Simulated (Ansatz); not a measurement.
A nudged elastic band was laid between two geometries of H$_{3}$NSSn (6 atoms, charge 0, multiplicity 1).

Theory: RKS PBE/def2-SVP in Ansatz 0.2.0.

```
movable images  : 7
climbing image  : yes
spring          : 5.0 eV/Å²
optimiser       : quadratic models (default)
start path      : through a guess of the saddle point
force threshold : 0.05 eV/Å
iteration limit : 60
end points      : relaxed
```

Initial state:

```xyz
6
Properties=species:S:1:pos:R:3
N -0.920 0.217 -0.996
Sn 0.280 -1.230 -0.173
S 1.209 0.343 1.529
H -0.987 1.192 -0.689
H -1.542 0.036 -1.790
H 2.003 -0.622 2.072
```

Final state:

```xyz
6
Properties=species:S:1:pos:R:3
N -0.745 0.169 -0.811
Sn 0.255 -1.565 -0.335
S 1.566 -0.608 1.569
H -0.659 1.081 -0.351
H -1.421 0.212 -1.579
H 1.046 0.647 1.461
```

(1) What changes between the two ends?

(2) What energy profile does the band end with?

(3) What is the geometry of the highest image?

(4) What are the harmonic wavenumbers there?

Answers

(1) No bond is made or broken. The dihedral N1–Sn2–S3–H6 goes from 180 to 0°.

(2) It converged. The highest image is number 4 of 0 to 8, 5.0 kcal/mol above the first end and 3.9 kcal/mol above the last; the last end lies 1.1 kcal/mol above the first. A vibrational analysis at the climbing image gives one clearly imaginary mode, 262i cm⁻¹: a first-order saddle point.

| image | path coordinate (Å) | energy (kcal/mol) | dihedral N1–Sn2–S3–H6 (°) |
| --- | --- | --- | --- |
| 0 | 0.00 | 0.0 | 180 |
| 1 | 0.39 | 0.7 | -157 |
| 2 | 0.78 | 2.4 | -134 |
| 3 | 1.17 | 4.2 | -110 |
| 4 | 1.56 | 5.0 | -86 |
| 5 | 1.92 | 4.3 | -63 |
| 6 | 2.28 | 2.7 | -40 |
| 7 | 2.63 | 1.5 | -18 |
| 8 | 2.99 | 1.1 | 0 |

(3) 
```xyz
6
Properties=species:S:1:pos:R:3
N -0.792 0.180 -0.926
Sn 0.008 -1.498 -0.060
S 0.855 -0.196 1.949
H -0.739 1.097 -0.467
H -1.291 0.232 -1.821
H 2.001 0.121 1.279
```

(4) 262i, 139, 296, 409, 470, 568, 574, 598, 1430, 2602, 3432, 3559 cm⁻¹.

Run time: 2.2 min on 1 thread of Arm Neoverse V1 (shared host), peak memory 0.11 GiB.
